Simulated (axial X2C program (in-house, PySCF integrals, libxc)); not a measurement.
Testing model relations on TaN

A bond curve at the PBE0 level, two-component, was computed with an in-house all-electron X2C program for linear molecules (integrals from PySCF) (basis Ta dyall-cv3z [13s14p9d7f4g], N dyall-av3z [7s7p3d2f] (cores contracted in-house)) for the state Ω = 0 (closed shell). Its fit gives Re = 1.6597 Å, ωe = 1160.5 cm⁻¹, ωexe = 3.34 cm⁻¹ and αe = 1.898e-03 cm⁻¹; the masses are 180.9480 and 14.0031 u. Two-component means X2C with spin–orbit coupling and atomic mean-field Coulomb and Gaunt terms.

(1) Find the reduced mass, Be and the force constant.

(2) A Morse curve ties αe to the other constants (Pekeris). How well does that hold?

(3) Where do the fundamental and the first overtone lie?

(4) Give B0, the J = 1←0 line in GHz and the most populated J at 300 K (kT = 208.5 cm⁻¹).

(5) The dipole moment p changes by 5.81 D/Å at Re. What harmonic infrared intensity follows?

The state is a single determinant with fixed occupations, the lowest that a limited PBE0 search found. Other states lie close and PBE0, whose exact exchange favours high spin, may order them wrongly; the determinant shown need not be the ground state. The nearest other 2c determinant of the search, Ω = 1, lies 0.04 eV up at the distance of the search.

Answers

(1) From the PBE0 values: μ = 12.9973 u. Be = 16.8576/(μ Re²) = 0.4709 cm⁻¹. k = 5.8918×10⁻⁷ μ ωe² = 10.3 mdyn/Å.

(2) αe(Morse) = 6Be²/ωe × (√(ωexe/Be) − 1) = 1.907e-03 cm⁻¹; the PBE0 curve gives 1.898e-03 cm⁻¹, a ratio of 1.00.

(3) ν(1←0) = ωe − 2ωexe = 1153.8 cm⁻¹; ν(2←0) = 2ωe − 6ωexe = 2301.0 cm⁻¹.

(4) B0 = Be − αe/2 = 0.4699 cm⁻¹; 2B0 = 28.17 GHz; J(max) ≈ √(kT/2B0) − 1/2 = 14.4, so J = 14.

(5) I = 42.256 × (dp/dR)²/μ = 110 km/mol.
